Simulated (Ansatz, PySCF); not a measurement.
C2H5FSe, SMILES CC[Se]F. Atoms are numbered in the order given.

```xyz
9

Se     0.1097     0.2232     0.7037
F      1.3305     0.8032    -0.4492
C     -0.5583    -1.1799    -0.4474
C     -1.1054    -0.6693    -1.7645
H     -1.3304    -1.6729     0.1692
H      0.2566    -1.9057    -0.5899
H     -0.3296    -0.1083    -2.3049
H     -1.9639     0.0003    -1.6090
H     -1.4266    -1.5092    -2.4008
```
Charge 0, spin multiplicity 1.

The structure is a stationary point at PBE0-D3(BJ)/def2-SVP. The structure was generated by enumeration, and PubChem lists no compound with its InChIKey, so it may never have been made. The values are those of a single conformer.

Two levels are set side by side: PBE-D3(BJ)/def2-SVP (Ansatz, a first-principles code) and PBE0-D3(BJ)/def2-SVP (Ansatz). Each level has its own optimised geometry; the coordinates shown are those of the second. Frequencies come from the Hessian of PySCF at each geometry. Differences are taken from unrounded values.

```json
[
 {"quantity": "mean bond length (Å)", "PBE0-D3(BJ)": "1.341", "PBE-D3(BJ)": "1.354", "PBE-D3(BJ) minus PBE0-D3(BJ)": "0.012"},
 {"quantity": "bond Se1–F2 (Å)", "PBE0-D3(BJ)": "1.776", "PBE-D3(BJ)": "1.803", "PBE-D3(BJ) minus PBE0-D3(BJ)": "0.026"},
 {"quantity": "bond Se1–C3 (Å)", "PBE0-D3(BJ)": "1.934", "PBE-D3(BJ)": "1.956", "PBE-D3(BJ) minus PBE0-D3(BJ)": "0.022"},
 {"quantity": "bond C3–C4 (Å)", "PBE0-D3(BJ)": "1.515", "PBE-D3(BJ)": "1.523", "PBE-D3(BJ) minus PBE0-D3(BJ)": "0.008"},
 {"quantity": "bond C3–H5 (Å)", "PBE0-D3(BJ)": "1.104", "PBE-D3(BJ)": "1.113", "PBE-D3(BJ) minus PBE0-D3(BJ)": "0.009"},
 {"quantity": "bond C3–H6 (Å)", "PBE0-D3(BJ)": "1.100", "PBE-D3(BJ)": "1.109", "PBE-D3(BJ) minus PBE0-D3(BJ)": "0.008"},
 {"quantity": "bond C4–H7 (Å)", "PBE0-D3(BJ)": "1.099", "PBE-D3(BJ)": "1.108", "PBE-D3(BJ) minus PBE0-D3(BJ)": "0.008"},
 {"quantity": "bond C4–H8 (Å)", "PBE0-D3(BJ)": "1.100", "PBE-D3(BJ)": "1.108", "PBE-D3(BJ) minus PBE0-D3(BJ)": "0.008"},
 {"quantity": "bond C4–H9 (Å)", "PBE0-D3(BJ)": "1.102", "PBE-D3(BJ)": "1.110", "PBE-D3(BJ) minus PBE0-D3(BJ)": "0.008"},
 {"quantity": "highest harmonic wavenumber (cm⁻¹)", "PBE0-D3(BJ)": "3175", "PBE-D3(BJ)": "3084", "PBE-D3(BJ) minus PBE0-D3(BJ)": "-91"},
 {"quantity": "mean harmonic wavenumber (cm⁻¹)", "PBE0-D3(BJ)": "1417", "PBE-D3(BJ)": "1369", "PBE-D3(BJ) minus PBE0-D3(BJ)": "-48"},
 {"quantity": "zero-point energy (kcal/mol)", "PBE0-D3(BJ)": "42.55", "PBE-D3(BJ)": "41.11", "PBE-D3(BJ) minus PBE0-D3(BJ)": "-1.43"}
]
```

Exact exchange shortens and stiffens bonds; PBE has none. Differences between two approximate levels are no errors against the true value.
